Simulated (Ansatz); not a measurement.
All values below come from Ansatz (a first-principles code) with PBE0-D3(BJ)/def2-TZVP. No frequencies were computed at this level.

Ansatz 0.2 input:
```yaml
crystal:
  periodic: [false, false, false]
  atoms:
    - { symbol: C, position_ang: [1.474027, 0.143112, 0.537288] }
    - { symbol: Si, position_ang: [0.066631, 0.275943, -0.494925] }
    - { symbol: N, position_ang: [-1.521792, -0.237662, -0.090613] }
    - { symbol: H, position_ang: [1.427243, -0.291723, 1.521409] }
    - { symbol: H, position_ang: [2.396955, 0.64285, 0.30351] }
    - { symbol: H, position_ang: [-0.057295, 0.781221, -1.851983] }
    - { symbol: H, position_ang: [-2.084543, -0.734593, -0.76354] }
    - { symbol: H, position_ang: [-1.701227, -0.579148, 0.838853] }
basis:
  gaussian: { orbitals: def2-tzvp }
hamiltonian:
  xc: pbe0
  dispersion: d3bj
relax:
  max_steps: 150
```

Output:

```
Functional definition: PBE0
823 factors; their error is unknown
mean field evaluation 1: about -10467.3070 eV, gradient 7.7e1 eV
mean field evaluation 2: about -10450.4697 eV, gradient 1.0e2 eV
mean field evaluation 4: about -10479.7635 eV, gradient 1.2e1 eV
mean field evaluation 8: about -10480.0931 eV, gradient 1.2e-1 eV
mean field evaluation 16: about -10480.1244 eV, gradient 1.1e-4 eV
mean field -10480.12442850 eV, -385.1374690639 hartree, gradient 1.4e-5 eV, S^2 0.000000; 0 other end points of the search recorded, 0 dependent functions left out
reference -10480.12445672 eV, -385.1374701010 hartree; 16, 16 occupied and 113, 113 virtual orbitals, 823 factors
relax step   1: F+E_penalty+E_count = -10480.24628655 eV  Δ(F+E_penalty+E_count) = +0.000e0 eV  max|allowed force component| = 1.489e0 eV/Å  Δτ_max = 0.0000 Å  (28 SCF iters, accepted)
these checks for a lower state are left out or cut short: starts, cluster_reference, orbital_swaps, neighbouring_geometries, increment
823 factors; their error is unknown
mean field -10480.21779800 eV, -385.1409003297 hartree, gradient 1.1e-5 eV, S^2 0.000000; 0 other end points of the search recorded, 0 dependent functions left out
reference -10480.21782617 eV, -385.1409013651 hartree; 16, 16 occupied and 113, 113 virtual orbitals, 823 factors
relax step   2: F+E_penalty+E_count = -10480.34007370 eV  Δ(F+E_penalty+E_count) = -9.379e-2 eV  max|allowed force component| = 5.797e-1 eV/Å  Δτ_max = 0.0789 Å  (31 SCF iters, accepted)
these checks for a lower state are left out or cut short: starts, cluster_reference, orbital_swaps, neighbouring_geometries, increment
823 factors; their error is unknown
mean field evaluation 32: about -10480.2306 eV, gradient 8.9e-6 eV
mean field -10480.23058449 eV, -385.1413702246 hartree, gradient 8.9e-6 eV, S^2 0.000000; 0 other end points of the search recorded, 0 dependent functions left out
reference -10480.23061258 eV, -385.1413712569 hartree; 16, 16 occupied and 113, 113 virtual orbitals, 823 factors
relax step   3: F+E_penalty+E_count = -10480.35318744 eV  Δ(F+E_penalty+E_count) = -1.311e-2 eV  max|allowed force component| = 4.383e-1 eV/Å  Δτ_max = 0.1172 Å  (31 SCF iters, accepted)
these checks for a lower state are left out or cut short: starts, cluster_reference, orbital_swaps, neighbouring_geometries, increment
823 factors; their error is unknown
mean field -10480.23406657 eV, -385.1414981886 hartree, gradient 1.6e-5 eV, S^2 0.000000; 0 other end points of the search recorded, 0 dependent functions left out
reference -10480.23409428 eV, -385.1414992070 hartree; 16, 16 occupied and 113, 113 virtual orbitals, 823 factors
relax step   4: F+E_penalty+E_count = -10480.35516953 eV  Δ(F+E_penalty+E_count) = -1.982e-3 eV  max|allowed force component| = 4.047e-1 eV/Å  Δτ_max = 0.2000 Å  (36 SCF iters, accepted)
these checks for a lower state are left out or cut short: starts, cluster_reference, orbital_swaps, neighbouring_geometries, increment
823 factors; their error is unknown
mean field -10480.25511863 eV, -385.1422718377 hartree, gradient 1.4e-5 eV, S^2 0.000000; 0 other end points of the search recorded, 0 dependent functions left out
reference -10480.25514635 eV, -385.1422728562 hartree; 16, 16 occupied and 113, 113 virtual orbitals, 823 factors
relax step   5: F+E_penalty+E_count = -10480.37717782 eV  Δ(F+E_penalty+E_count) = -2.201e-2 eV  max|allowed force component| = 2.433e-1 eV/Å  Δτ_max = 0.0947 Å  (31 SCF iters, accepted)
these checks for a lower state are left out or cut short: starts, cluster_reference, orbital_swaps, neighbouring_geometries, increment
823 factors; their error is unknown
mean field -10480.25865948 eV, -385.1424019613 hartree, gradient 1.7e-5 eV, S^2 0.000000; 0 other end points of the search recorded, 0 dependent functions left out
reference -10480.25868718 eV, -385.1424029796 hartree; 16, 16 occupied and 113, 113 virtual orbitals, 823 factors
relax step   6: F+E_penalty+E_count = -10480.38078039 eV  Δ(F+E_penalty+E_count) = -3.603e-3 eV  max|allowed force component| = 3.102e-2 eV/Å  Δτ_max = 0.0257 Å  (31 SCF iters, accepted)
these checks for a lower state are left out or cut short: starts, cluster_reference, orbital_swaps, neighbouring_geometries, increment
823 factors; their error is unknown
mean field -10480.25874590 eV, -385.1424051374 hartree, gradient 1.6e-5 eV, S^2 0.000000; 0 other end points of the search recorded, 0 dependent functions left out
reference -10480.25877362 eV, -385.1424061559 hartree; 16, 16 occupied and 113, 113 virtual orbitals, 823 factors
relax step   7: F+E_penalty+E_count = -10480.38088090 eV  Δ(F+E_penalty+E_count) = -1.005e-4 eV  max|allowed force component| = 9.132e-3 eV/Å  Δτ_max = 0.0052 Å  (33 SCF iters, accepted)
823 factors; their error is unknown
mean field evaluation 64: about -10467.5168 eV, gradient 7.7e1 eV
mean field -10480.25874590 eV, -385.1424051374 hartree, gradient 4.0e-5 eV, S^2 0.000000; 1 other end points of the search recorded, 0 dependent functions left out
reference -10480.25877362 eV, -385.1424061559 hartree; 16, 16 occupied and 113, 113 virtual orbitals, 823 factors
Total energy: -10480.38090861 eV, -385.1468945342 hartree
Atom 0 at     1.432965     0.216296     0.559813 Å, force     0.002155     0.000670     0.003253 eV/Å
Atom 1 at     0.077421     0.192566    -0.453010 Å, force     0.002314    -0.003085     0.009132 eV/Å
Atom 2 at    -1.462898    -0.403368    -0.086696 Å, force    -0.005496     0.002137    -0.004196 eV/Å
Atom 3 at     1.453202    -0.156645     1.575965 Å, force    -0.001296    -0.001355    -0.003087 eV/Å
Atom 4 at     2.360795     0.631621     0.184688 Å, force    -0.002039     0.001365    -0.000481 eV/Å
Atom 5 at     0.072761     0.709563    -1.835696 Å, force    -0.000433    -0.000461    -0.005038 eV/Å
Atom 6 at    -2.221610    -0.383405    -0.744532 Å, force    -0.001273     0.000462    -0.000009 eV/Å
Atom 7 at    -1.712637    -0.806627     0.799466 Å, force     0.006068     0.000268     0.000426 eV/Å
Dipole moment:    -0.545914    -0.120179    -0.110713 e Å
```

Cost: very roughly 22 core-seconds.
